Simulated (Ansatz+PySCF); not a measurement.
Two shapes of singlet H4.

Shape 1:

```xyz
4

H     0.0000    0.0000    0.0000
H     0.0000    0.0000    1.5000
H     0.0000    0.0000    3.0000
H     0.0000    0.0000    4.5000
```

Shape 2:

```xyz
4

H     0.0000    0.0000    0.0000
H     0.0000    0.0000    2.5000
H     0.0000    0.0000    5.0000
H     0.0000    0.0000    7.5000
```

Basis set: cc-pVDZ (spherical functions). All electrons are correlated. Charge 0, multiplicity 1.

Computed with Ansatz (development build ahead of 0.2.0); each method stands on the lowest determinant of its kind that the runs found.

**Question.** Which shape is lower in energy, and by how much in each method?

**Answer.**

```
               method  E(2) − E(1) (eV)
                  UHF             1.509
         UHF-CCSDT(Q)             3.255
     PBE (restricted)             5.573
   PBE (unrestricted)             3.479
r²SCAN (unrestricted)             3.231
```

Shape 1 is lower. Caution for UHF, UHF-CCSDT(Q): the unrestricted determinant is a mixture of spin states; the determinant breaks the point group. Caution for UHF-CCSDT(Q): large amplitudes, a single reference is doubtful. Caution for PBE (restricted): an unrestricted determinant lies well below. Caution for PBE (unrestricted), r²SCAN (unrestricted): the unrestricted determinant is spin contaminated.
